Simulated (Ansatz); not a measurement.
Species: H3GeNO, charge 0, singlet. H3GeNO (SMILES [NH2][Ge][OH]).
B3LYP-D3(BJ)/def2-TZVP minimum from Ansatz (a program for electronic structure):
```xyz
6

Ge    -0.2149     0.0489     0.4021
O      0.7971     1.2837    -0.4446
H      1.1841     1.0269    -1.2893
N     -0.0816    -1.3313    -0.8117
H      0.4300    -1.3276    -1.6832
H     -0.5434    -2.2147    -0.6540
```
Charge 0, spin multiplicity 1.

Total energies in cc-pVTZ, 18 correlated electrons, 16 frozen orbitals. UHF or UKS for unpaired electrons; spin-orbit terms are left out. Cores are frozen in correlated methods (noble-gas shells, and filled d and f shells in the p block). No relativity.

| method | program | energy (Eh) | minus CCSDT(Q) (mEh) |
|---|---|---|---|
| HF | Ansatz | -2206.55835 | 600.97 |
| MP2 | Ansatz | -2207.11956 | 39.76 |
| CCSD | Ansatz | -2207.13458 | 24.74 |
| CCSD(T) | Ansatz | -2207.15749 | 1.83 |
| CCSDT(Q) | Ansatz | -2207.15932 | 0.00 |

Rough core times of Ansatz's runs on a shared machine: CCSD(T) under 20 s, CCSDT(Q) 60 min.
